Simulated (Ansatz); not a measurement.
Reactions of BH6NO2Si, SMILES `N[SiH](O)BO`.

Computed with Ansatz on PBE0-D4/def2-TZVP structures; ΔE is electronic, products minus reactants. CBS: MP2 limit from def2 TZ/QZ plus the TZ coupled-cluster correction, frozen cores. This one scheme is used for every species. Elements past krypton have def2 core potentials. For Br, Sb, Ta outer-core shells are correlated without core-valence functions, which leaves a few kJ/mol of doubt a bond. Scalar relativity is left out up to krypton. Each species was taken in one conformer, which may not be the lowest.

```tsv
reaction	HF/CBS(def2) (kJ/mol)	CCSD(T)/CBS(def2) (kJ/mol)
`N[SiH](O)BO` → `NBO` + `O[SiH]`	86	102
`N[SiH](O)BO` + HCl → `N[SiH](O)Cl` + `BO`	-166	-148
`N[SiH](O)BO` + `F[SiH](F)[AlH2]` → `N[SiH](O)F` + `OB[SiH](F)[AlH2]`	-32	-31
`N[SiH](O)BO` + `Cl[Si]Br` → `N[SiH](Cl)BO` + `O[Si]Br`	-36	-31
`N[SiH](O)BO` + `N[SiH]1SS1` → `N[SiH](N)O` + `OB[SiH]1SS1`	-26	-29
`N[SiH](O)BO` + `[NH]=[Ta]([NH2])([F])[F]` → `OB[SiH](O)F` + `[NH]=[Ta]([NH2])([NH2])[F]`	-9	-9
`N[SiH](O)BO` → `BO` + `N[Si]O`	86	100
`N[SiH](O)BO` + NH₃ → `N[SiH](N)O` + `BO`	-122	-105
`N[SiH](O)BO` + H–F → `OB[SiH](O)F` + NH₃	-109	-89
`N[SiH](O)BO` + `[NH2][SbH2]` → `N[SiH](O)[SbH2]` + `NBO`	-203	-203
```

Largest T1 diagnostic: 0.018, for `[NH]=[Ta]([NH2])([F])[F]`.
